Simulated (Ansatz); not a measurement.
Si₂Sn₅. The state is a singlet with charge 0. Geometry PBE-D4/def2-SVP, basis def2-TZVP, Ansatz.

```tsv
atom	x (Å)	y (Å)	z (Å)
Si1	0.5690	-0.8065	0.6040
Si2	-0.4148	-1.6878	-1.4811
Sn3	-2.1643	-1.2161	0.6201
Sn4	-0.7622	0.9967	2.2226
Sn5	-0.8771	1.1744	-0.9626
Sn6	1.7781	1.6761	0.7369
Sn7	1.8712	-0.1367	-1.7399
```

| run | HOMO (eV) | LUMO (eV) |
| --- | --- | --- |
| A | -5.71 | -2.83 |
| B | -5.20 | -3.38 |
| C | -6.54 | -1.96 |
| D | -5.00 | -3.38 |
| E | -4.94 | -3.29 |
| F | -5.37 | -3.17 |

In the def2 sets Sn takes a core potential; there is no spin–orbit coupling. HSE06 is defined as in plane-wave codes, on full-range PBE exchange. The structure comes from a short search, and lower isomers may exist.

Question: The runs used CAM-B3LYP, HSE06, PBE, PBE0, r2SCAN, revPBE. Estimate which is which.

Answer: A PBE0 (25 % exact exchange); B r2SCAN (0 % exact exchange); C CAM-B3LYP (range-separated); D PBE (0 % exact exchange); E revPBE (0 % exact exchange); F HSE06 (range-separated). Exact exchange lowers occupied and raises empty levels; among semilocal functionals meta-GGAs tend to open the gap a little, and such runs are hard to tell apart. The gap grows from 1.63 eV (PBE) to 4.59 eV (CAM-B3LYP).
